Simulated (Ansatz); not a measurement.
Start from `[CH3][In]([NH2])[OH]` and change one atom or group to get `[CH3][In]([NH2])[CH]=O`.

Ansatz, PBE0-D4/def2-TZVP geometries, multiplicity 1. Each molecule was computed in one conformer, which needn't be the lowest.

Elements past krypton have def2 core potentials.

```csv
property,`[CH3][In]([NH2])[OH]`
HOMO energy (PBE0/def2-TZVPP) / eV,-7.01
HOMO–LUMO gap (PBE/def2-TZVPP) / eV,4.15
size of the dipole moment (B3LYP/def2-TZVPP) / D,2.22
LUMO energy (ωB97M-V/def2-TZVPP) / eV,0.89
HOMO energy (ωB97M-V/def2-TZVPP) / eV,-9.39
HOMO–LUMO gap (B3LYP/def2-TZVPP) / eV,5.81
```

Task: What does the change do to each property? (An estimate is asked.)

Result: Ansatz gave: 
| property | `[CH3][In]([NH2])[CH]=O` | shift |
| --- | --- | --- |
| HOMO energy (PBE0/def2-TZVPP) / eV | -6.21 | 0.80 |
| HOMO–LUMO gap (PBE/def2-TZVPP) / eV | 2.24 | -1.91 |
| size of the dipole moment (B3LYP/def2-TZVPP) / D | 2.39 | 0.17 |
| LUMO energy (ωB97M-V/def2-TZVPP) / eV | 0.11 | -0.78 |
| HOMO energy (ωB97M-V/def2-TZVPP) / eV | -8.40 | 0.99 |
| HOMO–LUMO gap (B3LYP/def2-TZVPP) / eV | 4.04 | -1.77 |

With PBE0 the HOMO rises by 0.80 eV and the LUMO falls by 1.11 eV, so the gap narrows by about 1.91 eV. PBE moves the HOMO by 0.67 eV and ωB97M-V by 0.99 eV. Dipoles are sizes alone; their direction can turn.

B3LYP here is the variant with VWN-RPA as its local correlation; programs differ in this.
